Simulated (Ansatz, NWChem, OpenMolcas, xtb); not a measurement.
## Ligand exchange: GaH(CH3)2 + SiCl2 → GaH(CH3)Cl + Si(CH3)Cl

Species: GaH(CH3)2, singlet; SiCl2 `Cl[Si]Cl`, singlet; GaH(CH3)Cl, singlet; Si(CH3)Cl, singlet. The partners trade CH3 for Cl: Ga–CH3 and Si–Cl bonds give way to Ga–Cl and Si–CH3.

Shapes, held fixed at every level: PBE0-D4/def2-TZVP. Programs: Ansatz 0.2.0, NWChem 7.3.0, OpenMolcas 26.06, xtb 6.7.1. A level may come from different programs for different species; with the same settings they agree closely. Electronic energies: no zero-point or thermal term.

| level | kind | ΔE (kJ/mol) |
| --- | --- | --- |
| GFN0-xTB | semi-empirical | -35.0 |
| HF/STO-3G | Hartree–Fock | -46.5 |
| HF/3-21G | Hartree–Fock | -84.0 |
| HF/def2-SVP | Hartree–Fock | -38.8 |
| B3LYP/6-31G* (Cartesian functions) | global hybrid | -18.7 |
| PBE0/def2-SVP | global hybrid | -19.5 |

PBE0/def2-SVP gives ΔE = -19.5 kJ/mol; the levels span -84.0 to -18.7. The median of the levels is -36.9. No measured value is set beside it here. Relativity is left out for Ga. Rows in sets without polarisation functions are far from converged.
